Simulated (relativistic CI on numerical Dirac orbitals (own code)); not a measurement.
Electric-dipole transitions in Pb16+

These numbers are calculated, not measured: Dirac-Coulomb-Breit CI, orbitals from a KLI potential per configuration, model QED (radiative potential, 1s self-energy scaled to tabulated hydrogen-like ionisation energies), unscaled Slater integrals (own radial code, finite nucleus).

Configurations in the expansion (outside the closed core [Kr] 4d10): 4f14.5s2.5p4, 4f14.5s.5p5, 4f14.5s2.5p3.5d, 4f14.5p6, 4f13.5s2.5p5, 4f14.5s.5p4.5d, 4f14.5s2.5p3.5f, 4f14.5s2.5p3.5g, 4f14.5s.5p4.5f, 4f14.5s2.5p3.6s, 4f14.5p5.5d, 4f13.5s2.5p4.5d, 4f14.5s.5p3.5d2, 4f14.5s2.5p3.6p, 4f14.5s.5p4.5g, 4f14.5s2.5p2.5d.5f, 4f14.5p5.6s, 4f14.5s2.5p3.6d, 4f14.5s.5p4.6s, 4f14.5s.5p3.5d.6s, 4f13.5s2.5p4.6s, 4f14.5s2.5p2.5d2, 4f14.5s2.5p.5d3, 4f14.5s.5p2.5d3, 4f14.5s2.5p.5d2.5f, 4f14.5s2.5p.5d2.5g, 4f14.5p4.5d2, 4f14.5p3.5d3, 4f13.5p5.5d2, 4f14.5p3.5d2.5f, 4f14.5p3.5d2.5g, 4f14.5s2.5p2.5d.6s, 4f14.5s2.5p.5d2.6s, 4f14.5s.5p2.5d2.6s, 4f14.5s2.5p.5d.5f.6s, 4f14.5s2.5p.5d.5g.6s, 4f14.5s2.5p2.6s2, 4f14.5s2.5p.5d.6s2, 4f14.5s.5p2.5d.6s2, 4f14.5s2.5p.5f.6s2, 4f14.5s2.5p.5g.6s2, 4f14.5p5.5f, 4f13.5p6.5f. Double excitations out of closed p, d and f shells are left out; levels of such configurations are missing from the list, as are those of other unlisted configurations, and high levels can miss mixing partners. Some configurations lack a partner that the ground configuration has and come out too high, among them 4f13.5s2.5p4.5d, 4f13.5s2.5p4.6s, 4f14.5s.5p4.5f, 4f14.5s2.5p3.6p, 4f14.5s.5p4.5g.

```
λ vac (Å)                       Lower                        Upper   A (s⁻¹)        gf  Branching (%)
   114.14  4f14.5s2.5p3.5d 3F°_3 [10]  4f14.5s2.5p2.5d2 1F_3 [266]  3.02e+11  4.13e+00           76.5
   115.94  4f14.5s2.5p3.5d 3F°_4 [11]    4f14.5s.5p4.5d 3D_3 [275]  2.87e+11  4.05e+00           65.5
   116.04       4f14.5s2.5p4 1S_0 [2]   4f14.5s2.5p3.5d 3D°_1 [44]  3.23e+11  1.96e+00           71.3
   116.04  4f14.5s2.5p3.5d 3F°_4 [11]  4f14.5s2.5p2.5d2 3G_5 [274]  5.28e+11  1.17e+01           99.3
   116.96       4f14.5s.5p5 3P°_2 [9]    4f14.5s.5p4.5d 3D_3 [246]  4.05e+11  5.81e+00           80.0
   117.29  4f14.5s2.5p3.5d 3F°_4 [11]  4f14.5s2.5p2.5d2 5D_4 [269]  4.77e+11  8.86e+00           87.6
   117.91       4f14.5s2.5p4 3P_2 [1]   4f14.5s2.5p3.5d 3D°_3 [38]  5.68e+11  8.29e+00           99.4
   118.22       4f14.5s2.5p4 3P_2 [1]   4f14.5s2.5p3.5d 3P°_2 [37]  4.93e+11  5.17e+00           97.5
   118.56       4f14.5s2.5p4 3P_2 [1]   4f14.5s2.5p3.5d 3S°_1 [36]  4.48e+11  2.84e+00           97.2
   118.62       4f14.5s2.5p4 3P_1 [3]   4f14.5s2.5p3.5d 3P°_1 [55]  3.56e+11  2.25e+00           72.3
   118.90       4f14.5s2.5p4 1D_2 [4]   4f14.5s2.5p3.5d 3D°_2 [57]  2.21e+11  2.34e+00           51.9
   119.13       4f14.5s2.5p4 1D_2 [4]   4f14.5s2.5p3.5d 1F°_3 [56]  4.91e+11  7.32e+00          100.0
   122.96  4f14.5s2.5p3.5d 3F°_3 [10]  4f14.5s2.5p2.5d2 3F_4 [208]  2.71e+11  5.54e+00           84.5
   123.12       4f14.5s.5p5 3P°_2 [6]  4f14.5s2.5p2.5d2 5G_3 [187]  3.06e+11  4.87e+00           73.8
   129.35  4f14.5s2.5p3.5d 3F°_3 [27]   4f14.5s2.5p3.5f 3F_4 [351]  3.26e+11  7.36e+00           54.1
   129.65  4f14.5s2.5p3.5d 3G°_4 [29]   4f14.5s2.5p3.5f 1H_5 [374]  5.53e+11  1.53e+01           82.7
   129.83  4f14.5s2.5p3.5d 3F°_2 [23]   4f14.5s2.5p3.5f 3G_3 [326]  4.04e+11  7.14e+00           70.6
   136.95  4f14.5s2.5p3.5d 3F°_3 [10]   4f14.5s2.5p3.5f 3G_4 [115]  2.26e+11  5.71e+00           89.7
   137.81  4f14.5s2.5p3.5d 3D°_3 [38]   4f14.5s2.5p3.5f 3F_4 [397]  4.16e+11  1.07e+01           52.9
   142.10       4f14.5s2.5p4 3P_1 [3]   4f14.5s2.5p3.5d 1D°_2 [46]  2.72e+11  4.12e+00           59.7
   142.92       4f14.5s2.5p4 3P_0 [5]   4f14.5s2.5p3.5d 1P°_1 [70]  4.68e+11  4.30e+00           95.9
   144.39  4f14.5s2.5p3.5d 3F°_4 [11]   4f14.5s2.5p3.5f 3G_5 [112]  1.53e+11  5.27e+00           99.7
   145.64       4f14.5s2.5p4 1D_2 [4]   4f14.5s2.5p3.5d 3S°_1 [47]  3.54e+11  3.38e+00           88.1
   145.69  4f14.5s2.5p3.5d 3D°_3 [14]   4f14.5s2.5p3.5f 3F_4 [161]  2.42e+11  6.93e+00           99.5
   145.89       4f14.5s2.5p4 1D_2 [4]   4f14.5s2.5p3.5d 1D°_2 [46]  1.67e+11  2.67e+00           36.7
   148.62      4f13.5s2.5p5 3G_5 [18]  4f13.5s2.5p4.5d 3H°_6 [219]  1.95e+11  8.40e+00          100.0
   148.76      4f13.5s2.5p5 3G_4 [25]  4f13.5s2.5p4.5d 3H°_5 [260]  1.94e+11  7.07e+00           99.1
   150.12       4f14.5s2.5p4 1D_2 [4]   4f14.5s2.5p3.5d 1F°_3 [45]  1.94e+11  4.58e+00           85.0
   153.25       4f14.5s2.5p4 3P_2 [1]   4f14.5s2.5p3.5d 3D°_3 [14]  1.40e+11  3.46e+00          100.0
   155.82       4f14.5s2.5p4 3P_2 [1]   4f14.5s2.5p3.5d 3D°_2 [13]  1.07e+11  1.95e+00           96.9
```

Terms are leading LS components. Brackets give the number of a level in order of energy, since labels repeat. The list gives strong lines, with weight on those to low levels, without lines whose two gauges differ by over a factor of 2.5, among the lowest 400 of 8515 levels, so that lines to higher ones, which can be the strongest, are missing. Levels whose partners in the same complex of configurations lie outside the list can be far off, and so can their lines. Rates are taken at the computed energies, electric ones in the length gauge.

At this charge transitions that keep the count of f electrons are usually good to a few per cent. Levels that differ in their count of f electrons can be misplaced by several ten thousand cm⁻¹, since the correlation energy of f electrons is missing or only estimated; rates across such gaps can be off by orders of magnitude.

LS names give the leading component of a level, which can be under half, so a name can repeat, a term be missing and a line seem to break the LS rules.
